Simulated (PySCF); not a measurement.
BF₃, singlet, at a GFN2-xTB geometry. Base run: CCSD/6-31G in PySCF.

Here is a job for PySCF.
```python
from pyscf import gto, scf, cc

mol = gto.M(
    atom='''
B    -0.000000    0.000000   -0.000000
F    -0.006598    1.300362   -0.000881
F     1.129442   -0.644465    0.003252
F    -1.122844   -0.655897   -0.002371
''',
    basis='6-31g',
    charge=0,
    spin=0,
    verbose=5,
)

mf = scf.RHF(mol)
mf.kernel()

mycc = cc.CCSD(mf)
mycc.kernel()
print('E(CCSD) = %.10f' % mycc.e_tot)
mf.analyze()
```

Variants of this job, named by their change:

| change | ΔE vs base (kcal/mol) | MP2 correlation (Eh) | CC correlation without the perturbative part (Eh) | basis functions |
|---|---|---|---|---|
| base | 0.000 | -0.41897 | -0.41639 | 36 |
| cc.diis_space = 10 | 0.000 | -0.41897 | -0.41639 | 36 |
| method = cisd | 23.09 | - | - | 36 |
| cc.diis_space = 3 | 0.000 | -0.41897 | -0.41639 | 36 |
| density fitting = JK and correlation | 0.042 | -0.41897 | -0.41639 | 36 |
| cc.level_shift = 0.2 | 0.000 | -0.41897 | -0.41639 | 36 |
| cart = on | 0.000 | -0.41897 | -0.41639 | 36 |
| frozen = 4 | 2.62 | -0.41440 | -0.41221 | 36 |
| cc.conv_tol = 1e-9 | 0.000 | -0.41897 | -0.41639 | 36 |
| cc.conv_tol = 1e-5 | 0.000 | -0.41897 | -0.41639 | 36 |
